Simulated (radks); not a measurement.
Coulomb parameter of the 4d shell of the niobium ion Nb3+ in the model configuration [Kr] 4d1 5p1, as a second difference U = [E(n + 0.25) + E(n - 0.25) - 2 E(n)] / (0.25)^2 with all orbitals relaxed. "Bare": the charge of the atom changes with n. "Screened": the 5p shell takes up the change at fixed total charge, which measures U(4d,4d) + U(5p,5p) - 2 U(4d,5p). Calculated with a radial shooting solver on a logarithmic mesh with Libxc functionals: Dirac Kohn-Sham, PBEsol, spin-unpolarised, spherical densities, point nucleus; open shells are shared between the two j in proportion to 2j + 1.

case                 configuration  E - E(n) (eV)
start                 [Kr] 4d1 5p1          0.000
bare +0.25         [Kr] 4d1.25 5p1         -8.268
bare -0.25         [Kr] 4d0.75 5p1          9.049
screened +0.25  [Kr] 4d1.25 5p0.75         -3.119
screened -0.25  [Kr] 4d0.75 5p1.25          3.241

U(bare) = 12.496 eV, U(screened by 5p) = 1.954 eV.
